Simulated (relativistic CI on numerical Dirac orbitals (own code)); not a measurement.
**Hyperfine structure of Ba³⁶⁺, mass number 137**

Calculated at this level of theory: Dirac-Coulomb-Breit CI, KLI orbitals optimised for each configuration, model QED (radiative potential, 1s self-energy scaled to tabulated hydrogen-like ionisation energies), unscaled Slater integrals (own radial code, finite nucleus).

Configurations in the expansion (outside the closed core [Ne]): 3s2.3p6.3d2, 3s2.3p5.3d3, 3s.3p6.3d3, 3s2.3p6.3d.4s, 3s2.3p6.3d.4p, 3s2.3p6.3d.4d, 3s2.3p5.3d2.4s, 3s2.3p6.3d.4f, 3s2.3p5.3d2.4p, 3s2.3p5.3d2.4d, 3p6.3d4, 3p5.3d5, 3p5.3d4.4s, 3p6.3d3.4s, 3p5.3d3.4s2. Double excitations out of closed p, d and f shells are left out; levels of such configurations are missing from the list, as are those of other unlisted configurations, and high levels can miss mixing partners. These lack a partner that the ground configuration has and come out too high: 3s2.3p5.3d2.4p, 3s2.3p5.3d2.4d.

Nuclear spin I = 3/2, μ = 0.9375 μN, Q = 0.236 b (tables of Stone and Pyykkö). The electronic factors are computed for point nuclear moments, without core polarisation or the Bohr-Weisskopf and QED corrections.

```tsv
Level	E (cm⁻¹)	A (MHz)	B (MHz)
3s2.3p6.3d2 3F_2	0	24050	1030
3s2.3p6.3d2 3F_3	140672	13900	2700
3s2.3p6.3d2 3F_4	209802	13850	9060
3s2.3p6.3d2 3P_1	225275	-541.2	2670
3s2.3p6.3d2 1G_4	339029	10990	10200
3s2.3p6.3d2 3P_2	372480	9635	-4480
```

Levels with J = 0, under 50 % of one LS term, or S terms without an open s electron are left out. Small factors come from cancelling terms and can be off by tens of per cent or more.

At this charge energies of transitions that change n are usually good to better than 1 %, and those within a shell (Δn = 0) to a few per cent. Terms inside the open d or f shell come out 10 to 20 % too wide with unscaled integrals.

(1) Give the hyperfine levels of 3s2.3p6.3d2 3F_2 relative to its centre of gravity.

## Answers

(1) With K = F(F + 1) − I(I + 1) − J(J + 1), E = AK/2 + B[¾K(K + 1) − I(I + 1)J(J + 1)]/[2I(2I − 1)J(2J − 1)]: F = 1/2: -107300, F = 3/2: -72140, F = 5/2: -12670, F = 7/2: 72400 MHz.

LS names give the leading component of a level, which can be under half, so a name can repeat, a term be missing and a line seem to break the LS rules.
